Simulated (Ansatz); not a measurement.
# Relaxing a trial structure of CH6AlB2F

The starting geometry of this gas-phase singlet was optimised with GFN2-xTB.

```xyz
11

C    -0.7158    1.0946    0.9087
Al   -2.0592   -0.3795    1.0582
B    -1.9902    2.4075   -1.2248
B    -0.9251    1.3326   -0.6119
F    -3.6882   -0.1480    1.1748
H    -3.1299    2.1404   -1.3352
H    -1.6998    3.4777   -1.6082
H    -0.2957    0.6245   -1.3231
H     0.2512    0.6799    1.2048
H    -0.9851    1.9185    1.5773
H    -1.6970   -1.8633    1.1063
```

Q: Where would you expect an optimisation with r2SCAN-D4/def2-SVP to take it?

A: It keeps its bonds, and is `BB[CH2][AlH][F]`.

The energy falls by 0.18 eV over 26 steps:

```json
{"step": "1", "E − E(last) (eV)": "0.179"}
{"step": "4", "E − E(last) (eV)": "0.010"}
{"step": "7", "E − E(last) (eV)": "0.002"}
{"step": "9", "E − E(last) (eV)": "0.001"}
{"step": "12", "E − E(last) (eV)": "0.000"}
{"step": "15", "E − E(last) (eV)": "0.000"}
{"step": "18", "E − E(last) (eV)": "0.000"}
{"step": "20", "E − E(last) (eV)": "0.000"}
{"step": "23", "E − E(last) (eV)": "0.000"}
{"step": "26", "E − E(last) (eV)": "0.000"}
```

Final geometry (Å):

```xyz
11

C    -0.7083    1.0396    0.9282
Al   -2.0490   -0.3847    1.0906
B    -2.0185    2.3726   -1.2825
B    -0.8858    1.4191   -0.5452
F    -3.5833    0.1038    1.5269
H    -3.1038    1.9504   -1.6276
H    -1.7818    3.5138   -1.6164
H    -0.1795    0.8417   -1.3639
H     0.2595    0.5965    1.2162
H    -1.0814    1.7651    1.6728
H    -1.8031   -1.9328    0.9278
```

No frequencies were run, so the end isn't proven a minimum. Run with Ansatz 0.2.0, 58 s on 2 threads of Arm Neoverse V2 (shared host).
